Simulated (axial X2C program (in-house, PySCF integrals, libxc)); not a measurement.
# Outer orbitals of LiSb⁻ at 2.566 Å, PBE0

Calculated with an in-house all-electron X2C program for linear molecules (integrals from PySCF). Spin-free means the one-electron spin-free X2C Hamiltonian; two-component (2c) means X2C with spin–orbit coupling and atomic mean-field two-electron Coulomb and Gaunt terms, so the difference of the two also holds small scalar two-electron terms. Basis: Sb dyall-acv3z [12s13p9d5f1g], Li dyall-av3z [9s9p3d] (cores contracted in-house); Gaussian nuclei, density fitting, unrestricted open shells. Masses: Sb 120.904 u, Li 7.016 u.

The distance is close to the 2c PBE0 minimum; the highest filled and lowest empty levels are listed.

Spin-free orbitals, state M_S = 1/2, Λ = 1 (beyond evenly filled blocks: π+α, π+β, π-α) (Löwdin shares):

```csv
symmetry,occupied,ε (eV),atomic character
δ+α,yes,-29.71,100% Sb d
δ-α,yes,-29.71,100% Sb d
σα,yes,-29.69,100% Sb d
π-α,yes,-29.69,100% Sb d
π+α,yes,-29.69,100% Sb d
δ+β,yes,-29.61,100% Sb d
σβ,yes,-29.60,100% Sb d
π+β,yes,-29.59,100% Sb d
π-β,yes,-29.58,100% Sb d
δ-β,yes,-29.57,100% Sb d
σα,yes,-8.47,"76% Sb s, 12% Li p, 7% Li d"
σβ,yes,-7.39,"76% Sb s, 11% Li p, 7% Li d"
σα,yes,-0.78,"78% Sb p, 14% Li s, 6% Li p"
π-α,yes,-0.32,"81% Sb p, 12% Li p, 7% Li d"
π+α,yes,-0.32,"81% Sb p, 12% Li p, 7% Li d"
σβ,yes,-0.18,"60% Sb p, 32% Li s, 5% Li p"
π+β,yes,0.48,"72% Sb p, 23% Li p, 5% Li d"
σβ,no,1.35,"61% Li p, 31% Li s, 8% Sb p"
π-β,no,1.47,99% Li p
π+β,no,1.48,99% Li p
σα,no,1.52,"82% Li p, 17% Li s"
```

The highest filled level is positive, so this functional does not bind it, and the empty levels of an anion are set by the basis.

Spinors with spin–orbit coupling (state Ω = 3/2):

```csv
ω,occupied,ε (eV),atomic character,λ mixture
-3/2,yes,-30.39,100% Sb d,"83% δ, 17% π"
-1/2,yes,-30.37,100% Sb d,"63% π, 37% σ"
1/2,yes,-30.35,100% Sb d,"56% π, 44% σ"
3/2,yes,-30.33,100% Sb d,"78% δ, 22% π"
5/2,yes,-29.20,100% Sb d,100% δ
3/2,yes,-29.17,100% Sb d,"78% π, 22% δ"
1/2,yes,-29.16,100% Sb d,"56% σ, 44% π"
-1/2,yes,-29.14,100% Sb d,"63% σ, 37% π"
-3/2,yes,-29.11,100% Sb d,"83% π, 17% δ"
-5/2,yes,-29.08,100% Sb d,100% δ
1/2,yes,-8.46,"76% Sb s, 12% Li p, 7% Li d",100% σ
-1/2,yes,-7.44,"76% Sb s, 11% Li p, 7% Li d",100% σ
1/2,yes,-0.86,"79% Sb p, 13% Li s, 6% Li p","96% σ, 4% π"
-1/2,yes,-0.64,"80% Sb p, 9% Li p, 5% Li d","75% π, 25% σ"
3/2,yes,-0.15,"80% Sb p, 14% Li p, 7% Li d",100% π
-1/2,yes,-0.05,"58% Sb p, 30% Li s, 9% Li p","78% σ, 22% π"
1/2,yes,0.31,"75% Sb p, 19% Li p, 5% Li d","95% π, 5% σ"
-1/2,no,1.36,"61% Li p, 29% Li s, 9% Sb p","99% σ, 1% π"
-3/2,no,1.50,99% Li p,100% π
1/2,no,1.50,"84% Li p, 15% Li s","90% σ, 10% π"
1/2,no,1.51,98% Li p,"90% π, 10% σ"
```

The highest filled level is positive, so this functional does not bind it, and the empty levels of an anion are set by the basis.

Q: How does the gap between the highest filled and lowest empty level change from the spin-free to the 2c table?

A: From 0.87 to 1.05 eV at PBE0, a change of 0.18 eV.

Mulliken charges and populations of the two-component result (they depend on the basis, above all on diffuse functions):

Sb -1.17 e (s 9.98 p 22.17 d 20.01), Li 0.17 e (s 2.45 p 0.37 d 0.01). ⟨Lz⟩ = 1.02 ħ and ⟨Sz⟩ = 0.48 ħ (0.62 and -0.14 on the two atoms), which add up to Ω.

The state is one determinant whose occupation by symmetry is held fixed; it was picked as the lowest of a PBE0 search that is not exhaustive. Density functionals use the spin component along the axis (collinear). Other states lie close and PBE0, whose exact exchange favours high spin, may order them wrongly; the determinant shown need not be the ground state. The nearest other spin-free determinant of the search, M_S = 3/2, Λ = 0, lies 0.009 eV up at the distance of the search. The functionals have no current-density term, which raises determinants with orbital currents, atoms included. The highest occupied level of some functionals is positive through self-interaction error; at Hartree–Fock it is bound. The determinant is spin-polarised beyond a pure state at some levels (its spin-free form has ⟨S²⟩ too high), which makes Re and μ there less reliable.
